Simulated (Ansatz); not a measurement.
Ansatz results at the PBE0-D4/def2-TZVP geometry: LUMO energy (PBE0/def2-TZVPP) -1.60 eV; HOMO–LUMO gap (B3LYP/def2-TZVPP) 5.33 eV; HOMO energy (ωB97M-V/def2-TZVPP) -9.30 eV.

Task: Which molecule gave them?
A. `[F][Al]1[CH2]O[SiH2]1`
B. `[SiH3][CH2][SbH2]`
C. `O[Si]1([SiH3])[SiH2][SiH2]1`
D. `OBOCF`

Result: A. The others give `[SiH3][CH2][SbH2]`: -0.54, 6.16, -9.14; `OBOCF`: 0.53, 9.42, -11.82; `O[Si]1([SiH3])[SiH2][SiH2]1`: -1.55, 4.89, -8.64.

B3LYP here is the variant with VWN-RPA as its local correlation; programs differ in this.
